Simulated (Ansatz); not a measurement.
C2H8O3Si2 (`C=C[SiH](O)O[SiH2]O`) at its PBE0-D4/def2-TZVP geometry, where that method's forces vanish. The species carries charge 0 and has multiplicity 1.

```xyz
15

C     0.4374    2.3838   -0.2886
C     0.8245    1.4252   -1.1259
Si    0.9786   -0.3417   -0.6178
O     0.0477   -1.2218   -1.6609
O     0.4437   -0.5193    0.9152
Si   -0.9378   -0.9440    1.6857
O    -1.8267   -1.9791    0.7792
H     0.3513    3.4223   -0.5959
H     0.1875    2.1673    0.7460
H     1.0648    1.6985   -2.1522
H     2.3732   -0.8458   -0.6697
H     0.2868   -2.1430   -1.7763
H    -1.6892    0.3046    1.9756
H    -0.6007   -1.6651    2.9304
H    -1.9412   -1.7420   -0.1448
```

Q: What forces (eV/Å) does r2SCAN-D4/def2-TZVPP give on these atoms in Ansatz? (Best estimate.)

A: Ansatz gave: 
```
C1  -0.056  0.170  0.114
C2   0.058 -0.178 -0.103
Si3  0.065  0.015 -0.013
O4  -0.032  0.005 -0.043
O5   0.037  0.022  0.041
Si6 -0.016  0.028  0.055
O7  -0.024 -0.046 -0.002
H8  -0.004 -0.003  0.009
H9   0.004  0.000 -0.007
H10  0.001  0.015 -0.008
H11 -0.015  0.014 -0.001
H12 -0.004 -0.040 -0.006
H13  0.011 -0.019  0.008
H14 -0.016  0.016 -0.024
H15 -0.008  0.001 -0.020
```
